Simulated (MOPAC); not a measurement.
Job for MOPAC: PM3 on BH3S (SMILES BS), a point of a torsion scan.

```
PM3 1SCF PRECISE CHARGE=0 THREADS=1
BH3S

B     -0.63784807 1    -0.06492887 1     0.20769734 1
S      1.08364019 1    -0.47250693 1     0.39904515 1
H     -1.39664582 1    -0.85879602 1    -0.18792078 1
H     -0.86836057 1     1.07139675 1     0.04626118 1
H      0.95333119 1    -1.49073752 1     1.24504425 1
```

It printed:

```
*******************************************************************************
 **                                                                           **
 **                              MOPAC v23.2.5                                **
 **                                                                           **
 *******************************************************************************
 ** MOPAC's Digital Object Identifier: https://doi.org/10.5281/zenodo.6511958 **
 **                                                                           **
 ** Please cite the open-source release paper for use of this MOPAC version:  **
 ** J. E. Moussa and J. J. P. Stewart (2026)                                  **
 ** MOPAC: An open-source semiempirical molecular orbital program             **
 ** J. Open Source Softw., 11(119), 8025, https://doi.org/10.21105/joss.08025 **
 *******************************************************************************

                              PM3 CALCULATION RESULTS

 *******************************************************************************
 *  PM3        - The PM3 Hamiltonian to be used
 *
 *
 *
 *                 CHARGE ON SYSTEM = 0
 *
 *
 *
 *  PRECISE    - TIGHTER CRITERIA TO BE USED
 *  1SCF       - DO 1 SCF AND THEN STOP
 *  THREADS=1  - MULTI-THREADING NOT USED
 *  T=         - A TIME OF 172800.0 SECONDS REQUESTED
 *  DUMP=N     - RESTART FILE WRITTEN EVERY 7200.0 SECONDS REQUESTED
 *******************************************************************************
PM3 1SCF PRECISE CHARGE=0 THREADS=1
 BH3S

   ATOM   CHEMICAL          X               Y               Z
  NUMBER   SYMBOL      (ANGSTROMS)     (ANGSTROMS)     (ANGSTROMS)

     1       B         -0.63784807  *  -0.06492887  *   0.20769734  *
     2       S          1.08364019  *  -0.47250693  *   0.39904515  *
     3       H         -1.39664582  *  -0.85879602  *  -0.18792078  *
     4       H         -0.86836057  *   1.07139675  *   0.04626118  *
     5       H          0.95333119  *  -1.49073752  *   1.24504425  *



          CARTESIAN COORDINATES

    NO.       ATOM           X           Y           Z

     1         B         -0.6378     -0.0649      0.2077
     2         S          1.0836     -0.4725      0.3990
     3         H         -1.3966     -0.8588     -0.1879
     4         H         -0.8684      1.0714      0.0463
     5         H          0.9533     -1.4907      1.2450

  H: (PM3): J. J. P. STEWART, J. COMP. CHEM. 10, 209 (1989).
  B: (PM3): J. J. P. STEWART, J. MOL. MOD., 10, 155-164 (2004)
  S: (PM3): J. J. P. STEWART, J. COMP. CHEM. 10, 209 (1989).

           Empirical Formula: H3 B S  =     5 atoms



      MOLECULAR POINT GROUP   :   C1


      RHF CALCULATION, NO. OF DOUBLY OCCUPIED LEVELS = 6


 -------------------------------------------------------------------------------
 PM3 1SCF PRECISE CHARGE=0 THREADS=1
 BH3S



     1SCF WAS SPECIFIED, SO BFGS WAS NOT USED
     SCF FIELD WAS ACHIEVED


                              PM3 CALCULATION
                                                       MOPAC v23.2.5 Linux




          FINAL HEAT OF FORMATION =         15.72529 KCAL/MOL =      65.79460 KJ/MOL


          COSMO AREA              =         82.20 SQUARE ANGSTROMS
          COSMO VOLUME            =         65.51 CUBIC ANGSTROMS

          IONIZATION POTENTIAL    =          9.923107 EV
          HOMO LUMO ENERGIES (EV) =         -9.923 -0.435
          NO. OF FILLED LEVELS    =          6
          MOLECULAR WEIGHT        =         45.8937         POINT GROUP:  C1

          MOLECULAR DIMENSIONS (Angstroms)

            Atom       Atom       Distance
            H     5    H     4     3.36455
            H     3    S     2     2.25017
            H     4    S     2     0.56653


          SCF CALCULATIONS        =          1





   ATOM   CHEMICAL          X               Y               Z
  NUMBER   SYMBOL      (ANGSTROMS)     (ANGSTROMS)     (ANGSTROMS)

     1       B         -0.63784807  *  -0.06492887  *   0.20769734  *
     2       S          1.08364019  *  -0.47250693  *   0.39904515  *
     3       H         -1.39664582  *  -0.85879602  *  -0.18792078  *
     4       H         -0.86836057  *   1.07139675  *   0.04626118  *
     5       H          0.95333119  *  -1.49073752  *   1.24504425  *

                             CARTESIAN COORDINATES

   1    B       -0.637848070    -0.064928870     0.207697340
   2    S        1.083640190    -0.472506930     0.399045150
   3    H       -1.396645820    -0.858796020    -0.187920780
   4    H       -0.868360570     1.071396750     0.046261180
   5    H        0.953331190    -1.490737520     1.245044250


           Empirical Formula: H3 B S  =     5 atoms



      MOLECULAR POINT GROUP   :   C1


                  EIGENVALUES
 -28.70734 -20.70729 -15.57493 -13.59398 -12.03880  -9.92311  -0.43547   0.51987
   1.46879   4.08689   4.47026


              NET ATOMIC CHARGES AND DIPOLE CONTRIBUTIONS

  ATOM NO.   TYPE          CHARGE      No. of ELECS.   s-Pop       p-Pop
    1          B          -0.320970        3.3210     1.04281     2.27816
    2          S           0.171595        5.8284     1.84518     3.98322
    3          H           0.057661        0.9423     0.94234
    4          H           0.069801        0.9302     0.93020
    5          H           0.021913        0.9781     0.97809
 DIPOLE           X         Y         Z       TOTAL
 POINT-CHG.     1.299    -0.325     0.103     1.343
 HYBRID        -1.281    -0.926     0.728     1.741
 SUM            0.017    -1.251     0.832     1.502


          ATOMIC ORBITAL ELECTRON POPULATIONS

     Atom    s        px        py        pz
    1  B   1.04281   0.89811   1.04776   0.33229
    2  S   1.84518   1.19839   1.31813   1.46670
    3  H   0.94234
    4  H   0.93020
    5  H   0.97809

 **********************
 *                    *
 * JOB ENDED NORMALLY *
 *                    *
 **********************




 == MOPAC DONE ==
```

The run finished.

Cost: around 0.03 core-seconds (rough).
